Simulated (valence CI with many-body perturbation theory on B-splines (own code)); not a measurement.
## E1 line list for Tm LXIV

Calculated by relativistic CI+MBPT: four valence electrons over a frozen Dirac-Fock core [He], radial functions for each j: 11 s, 11 p, 9 d, 7 f, 5 g, 2 h, 1 i, with the one-electron correlation potential Σ1, the two-electron term Σ2, the three-electron term Σ3, Breit, model QED; selected CI, second order for the rest (own B-spline code, finite nucleus).

No measured spectrum was set against this ion. As an estimate, large intervals hold to a few tenths of a per cent, small ones and those within an open d or f shell to about a per cent. Among the levels kept, up to 280 cm⁻¹ of a level comes from second order outside the variational space, and about a tenth of that is noise between levels of different J, which matters for small intervals.

Lines 201 to 250 of 250 in falling wavelength, among levels below 10696 eV, chosen from the strongest by gf and those to the six lowest levels. Wavelengths and rates use the calculated energies. Electric multipoles are in the length gauge, E1 and E2 with the static RPA response of the core. Weak lines are less certain than strong ones. Lines between different terms over intervals too small for the method are left out, as are lines whose strength nearly cancels. The highest levels of a list are the least certain.

Levels are named by their leading jj configuration (3d3/2^4 stands for four electrons in 3d with j = 3/2), which in mixed levels can hold well under half, so a name can repeat and another be missing. Letters in brackets count levels of one name in rising energy.

| λ vac (Å) | Upper | Lower | A (s⁻¹) | S (a.u.) |
| --- | --- | --- | --- | --- |
| 1.338 | (2s 2p1/2 2p3/2 3d3/2) J=2 [c] | (2s 2p1/2^2 2p3/2) J=1 | 3.90e+12 | 2.31e-05 |
| 1.336 | (2s 2p1/2 2p3/2 3p1/2) J=1 [c] | (2s^2 2p1/2 2p3/2) J=1 | 3.58e+13 | 1.26e-04 |
| 1.335 | (2s 2p1/2 2p3/2 3d3/2) J=1 [d] | (2s 2p1/2^2 2p3/2) J=1 | 3.04e+14 | 1.07e-03 |
| 1.334 | (2s 2p1/2 2p3/2 3d3/2) J=3 [b] | (2s 2p1/2^2 2p3/2) J=2 | 1.09e+15 | 8.96e-03 |
| 1.334 | (2s 2p1/2 2p3/2 3d3/2) J=2 [d] | (2s 2p1/2^2 2p3/2) J=1 | 1.29e+15 | 7.56e-03 |
| 1.334 | (2s 2p1/2 2p3/2 3d3/2) J=1 [e] | (2s 2p1/2^2 2p3/2) J=1 | 7.71e+14 | 2.71e-03 |
| 1.333 | (2s 2p1/2 2p3/2 3d3/2) J=0 [b] | (2s 2p1/2^2 2p3/2) J=1 | 1.41e+15 | 1.65e-03 |
| 1.333 | (2s 2p1/2 2p3/2 3d3/2) J=2 [b] | (2s 2p1/2^2 2p3/2) J=2 | 1.04e+15 | 6.05e-03 |
| 1.332 | (2s 2p1/2 2p3/2 3d3/2) J=1 [b] | (2s 2p1/2^2 2p3/2) J=2 | 1.08e+15 | 3.78e-03 |
| 1.332 | (2s 2p1/2 2p3/2 3d5/2) J=2 [b] | (2s 2p1/2^2 2p3/2) J=1 | 3.86e+13 | 2.25e-04 |
| 1.330 | (2s^2 2p1/2 3d3/2) J=1 | (2s^2 2p1/2^2) J=0 | 1.37e+15 | 4.76e-03 |
| 1.330 | (2s 2p1/2 2p3/2 3d5/2) J=1 | (2s 2p1/2^2 2p3/2) J=1 | 1.15e+14 | 4.01e-04 |
| 1.329 | (2s^2 2p3/2 3d3/2) J=2 | (2s^2 2p1/2 2p3/2) J=2 | 5.10e+14 | 2.95e-03 |
| 1.328 | (2s^2 2p3/2 3d3/2) J=3 | (2s^2 2p1/2 2p3/2) J=2 | 1.04e+15 | 8.42e-03 |
| 1.327 | (2s^2 2p3/2 3d3/2) J=1 | (2s^2 2p1/2 2p3/2) J=2 | 1.80e+14 | 6.23e-04 |
| 1.327 | (2s 2p1/2 2p3/2 3d3/2) J=1 [c] | (2s 2p1/2^2 2p3/2) J=2 | 3.19e+12 | 1.10e-05 |
| 1.327 | (2s^2 2p3/2 3d3/2) J=2 | (2s^2 2p1/2 2p3/2) J=1 | 5.21e+14 | 3.00e-03 |
| 1.326 | (2s 2p1/2 2p3/2 3d5/2) J=3 [a] | (2s 2p1/2^2 2p3/2) J=2 | 1.45e+13 | 1.17e-04 |
| 1.326 | (2s 2p1/2 2p3/2 3d3/2) J=2 [c] | (2s 2p1/2^2 2p3/2) J=2 | 4.32e+12 | 2.49e-05 |
| 1.326 | (2s 2p1/2 2p3/2 3d3/2) J=3 [c] | (2s 2p1/2^2 2p3/2) J=2 | 3.07e+13 | 2.47e-04 |
| 1.325 | (2s^2 2p3/2 3d3/2) J=1 | (2s^2 2p1/2 2p3/2) J=1 | 8.50e+14 | 2.93e-03 |
| 1.324 | (2s^2 2p3/2 3d3/2) J=0 | (2s^2 2p1/2 2p3/2) J=1 | 1.04e+15 | 1.19e-03 |
| 1.322 | (2s 2p1/2 2p3/2 3d5/2) J=3 [b] | (2s 2p1/2^2 2p3/2) J=2 | 2.98e+12 | 2.38e-05 |
| 1.319 | (2p1/2^2 2p3/2 3s) J=2 | (2s^2 2p1/2 2p3/2) J=2 | 1.39e+13 | 7.87e-05 |
| 1.318 | (2p1/2^2 2p3/2 3s) J=1 | (2s^2 2p1/2 2p3/2) J=2 | 3.11e+13 | 1.06e-04 |
| 1.318 | (2s^2 2p3/2 3d5/2) J=2 | (2s^2 2p1/2 2p3/2) J=2 | 2.25e+12 | 1.27e-05 |
| 1.317 | (2p1/2^2 2p3/2 3s) J=2 | (2s^2 2p1/2 2p3/2) J=1 | 2.68e+13 | 1.51e-04 |
| 1.316 | (2s 2p1/2 2p3/2 3p3/2) J=3 [a] | (2s^2 2p1/2 2p3/2) J=2 | 3.63e+13 | 2.87e-04 |
| 1.316 | (2p1/2^2 2p3/2 3s) J=1 | (2s^2 2p1/2 2p3/2) J=1 | 3.35e+13 | 1.13e-04 |
| 1.315 | (2s^2 2p3/2 3d5/2) J=3 | (2s^2 2p1/2 2p3/2) J=2 | 6.24e+12 | 4.91e-05 |
| 1.315 | (2s 2p1/2 2p3/2 3p3/2) J=1 [a] | (2s^2 2p1/2 2p3/2) J=2 | 6.90e+12 | 2.32e-05 |
| 1.313 | (2s 2p1/2 2p3/2 3p3/2) J=2 [a] | (2s^2 2p1/2 2p3/2) J=2 | 5.42e+13 | 3.02e-04 |
| 1.312 | (2s 2p1/2 2p3/2 3p3/2) J=1 [a] | (2s^2 2p1/2 2p3/2) J=1 | 2.23e+14 | 7.48e-04 |
| 1.311 | (2s^2 2p3/2 3d5/2) J=1 | (2s^2 2p1/2 2p3/2) J=1 | 1.09e+13 | 3.65e-05 |
| 1.310 | (2s 2p1/2 2p3/2 3p3/2) J=2 [a] | (2s^2 2p1/2 2p3/2) J=1 | 1.87e+14 | 1.04e-03 |
| 1.309 | (2s 2p1/2 2p3/2 3p3/2) J=2 [b] | (2s^2 2p1/2 2p3/2) J=2 | 1.81e+14 | 1.00e-03 |
| 1.309 | (2s 2p1/2 2p3/2 3p3/2) J=0 [a] | (2s^2 2p1/2 2p3/2) J=1 | 4.20e+14 | 4.64e-04 |
| 1.307 | (2s 2p1/2 2p3/2 3p3/2) J=3 [b] | (2s^2 2p1/2 2p3/2) J=2 | 2.36e+14 | 1.82e-03 |
| 1.307 | (2s 2p1/2 2p3/2 3p3/2) J=1 [b] | (2s^2 2p1/2 2p3/2) J=2 | 3.73e+14 | 1.23e-03 |
| 1.307 | (2s 2p1/2^2 3p3/2) J=1 | (2s^2 2p1/2^2) J=0 | 4.10e+14 | 1.36e-03 |
| 1.306 | (2s 2p1/2 2p3/2 3p3/2) J=2 [b] | (2s^2 2p1/2 2p3/2) J=1 | 1.68e+13 | 9.27e-05 |
| 1.304 | (2s 2p1/2 2p3/2 3p3/2) J=1 [b] | (2s^2 2p1/2 2p3/2) J=1 | 1.01e+13 | 3.33e-05 |
| 1.301 | (2s 2p1/2 2p3/2 3p3/2) J=2 [c] | (2s^2 2p1/2 2p3/2) J=2 | 1.99e+13 | 1.08e-04 |
| 1.300 | (2s 2p1/2 2p3/2 3p3/2) J=3 [c] | (2s^2 2p1/2 2p3/2) J=2 | 1.60e+14 | 1.21e-03 |
| 1.298 | (2s 2p1/2 2p3/2 3p3/2) J=2 [d] | (2s^2 2p1/2 2p3/2) J=2 | 1.67e+14 | 8.99e-04 |
| 1.298 | (2s 2p1/2 2p3/2 3p3/2) J=2 [c] | (2s^2 2p1/2 2p3/2) J=1 | 2.04e+14 | 1.10e-03 |
| 1.298 | (2s 2p1/2 2p3/2 3p3/2) J=1 [c] | (2s^2 2p1/2 2p3/2) J=2 | 4.55e+13 | 1.47e-04 |
| 1.296 | (2s 2p1/2 2p3/2 3p3/2) J=2 [d] | (2s^2 2p1/2 2p3/2) J=1 | 3.56e+12 | 1.91e-05 |
| 1.296 | (2s 2p1/2 2p3/2 3p3/2) J=1 [c] | (2s^2 2p1/2 2p3/2) J=1 | 1.37e+14 | 4.40e-04 |
| 1.295 | (2s 2p1/2 2p3/2 3p3/2) J=1 [d] | (2s^2 2p1/2 2p3/2) J=1 | 1.15e+13 | 3.70e-05 |
